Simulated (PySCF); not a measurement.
The group X on BH2-X is varied. Isolated molecules, 0 K electronic values unless said otherwise. One relaxed conformer stands for each flexible species; it need not be the lowest. Strings in code marks are SMILES.

Level of theory: PBE-D3(BJ)/def2-TZVP // M06-2X/def2-TZVP (PySCF). 

A: X = vinyl (`C(B)=C`)
B: X = borono
C: X = methoxycarbonyl
D: X = methyl (`BC`)
E: X = ethynyl (`C(#C)B`)
F: X = methoxy (`BOC`)

Question: Pick the species with the highest HOMO–LUMO gap.

Answer: F (5.77 eV); next is D (5.34 eV).
